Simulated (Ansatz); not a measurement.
Basis sets compared for [InF6]3- (InF₆³⁻). The state is a singlet with charge -3. Geometry PBE-D4/def2-SVPD. Ansatz on 4 threads of Intel Xeon on a shared host; times are rough, and most runs start from earlier orbitals.

```xyz
7

In    0.000    0.000    0.000
F     1.704   -0.598    1.260
F    -1.704    0.598   -1.260
F     0.447    2.118    0.401
F    -0.447   -2.118   -0.401
F    -1.322   -0.055    1.760
F     1.322    0.055   -1.761
```

In the def2 sets In takes a core potential; there is no spin–orbit coupling. A multiply charged anion in the gas phase is held together partly by the finite basis. At PBE-D4/def2-SVPD, PBE-D4/def2-TZVPD, PBE0-D4/def2-SVPD, PBE0-D4/def2-TZVPD the highest occupied level of the charge -3 singlet lies above zero (up to 6.08 eV). The electron is either unbound and held by the finite basis, or the level is raised by self-interaction error.

| level | functions | energy (Eh) | HOMO (eV) | LUMO (eV) | wall time |
| --- | --- | --- | --- | --- | --- |
| PBE-D4/def2-SVPD | 170 | -788.2090 | 6.08 | 9.97 | 3 s |
| PBE0-D4/def2-SVPD | 170 | -788.1764 | 4.17 | 10.55 | 5.5 s |

(1) Estimate the rows for PBE-D4/def2-TZVPD, PBE0-D4/def2-TZVPD.

## Answers

(1) 
| level | functions | energy (Eh) | HOMO (eV) | LUMO (eV) | wall time |
| --- | --- | --- | --- | --- | --- |
| PBE-D4/def2-TZVPD | 296 | -788.9018 | 6.04 | 9.30 | 5.5 s |
| PBE0-D4/def2-TZVPD | 296 | -788.8677 | 4.20 | 9.80 | 11 s |
